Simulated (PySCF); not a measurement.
HI3Si. Atoms are numbered in the order given.

```xyz
5

Si     0.0000     0.0000     0.6900
I     -2.0237    -1.1684    -0.0745
I      0.0000     2.3368    -0.0745
I      2.0237    -1.1684    -0.0745
H      0.0000     0.0000     2.1866
```
Charge 0, spin multiplicity 1.

The structure is a stationary point at PBE-D3(BJ)/def2-SVP. The def2 effective core potentials stand for the cores of I; spin–orbit coupling is left out.

Level of theory: r2SCAN/def2-TZVP in PySCF.

The molecule is in vacuum.

Computed frontier levels, gap, dipole moment and polarisability:
```json
{
 "highest_occupied_level": "-6.86 eV",
 "lowest_empty_level": "-2.84 eV",
 "orbital_gap": "4.02 eV",
 "dipole_moment": "0.37 D",
 "quadrupole, principal values (traceless, Buckingham form, about the centre of nuclear charge)": "-0.92, 0.46, 0.46 D·Å",
 "mean_static_polarisability": "123.8 bohr³ (18.35 Å³)",
 "polarisability_principal_values": "89.0, 141.3, 141.3 bohr³"
}
```
